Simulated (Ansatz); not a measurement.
Total energies of Te₄ (the lowest singlet isomer of a short search) from Ansatz at r2SCAN-D4/def2-TZVP, gas phase (1 Eh = 27.2114 eV = 2625.5 kJ/mol). The reference geometry is relaxed at PBE-D4/def2-SVP.

```tsv
atom	x (Å)	y (Å)	z (Å)
Te1	1.202	-1.183	-0.948
Te2	1.444	1.007	0.802
Te3	-1.230	1.492	0.069
Te4	-1.416	-1.316	0.077
```

```tsv
state	geometry	energy (Eh)
charge 0 singlet	reference	-1072.61201
charge 1 doublet	reference	-1072.34878
charge 0 triplet	relaxed at PBE-D4/def2-SVP	-1072.60779
charge 0 quintet	relaxed at PBE-D4/def2-SVP	-1072.56015
free Te atom (triplet)	–	-268.08831
```

In the def2 sets Te takes a core potential; there is no spin–orbit coupling.

(1) Work out the vertical ionisation energy to the doublet.

(2) Which of the charge 0 states is lowest, and how far above it are the others?

(3) What is the binding energy per atom against free atoms?

(1) E(charge 1 doublet) − E(charge 0 singlet) = -1072.34878 − (-1072.61201) = 0.26323 Eh = 7.16 eV. For comparison, −ε of the highest occupied level is 4.96 eV at this level, 2.20 eV less.

(2) The singlet. triplet: -1072.60779 − (-1072.61201) = 0.00422 Eh = 11.1 kJ/mol; quintet: -1072.56015 − (-1072.61201) = 0.05186 Eh = 136.2 kJ/mol.

(3) Atoms: 4 × (-268.08831) = -1072.35324 Eh. Binding: -1072.35324 − (-1072.61201) = 0.25877 Eh = 7.04 eV, or 1.76 eV for each of 4 atoms (no zero-point energy, no counterpoise term).

The structure comes from a short search, and lower isomers may exist.
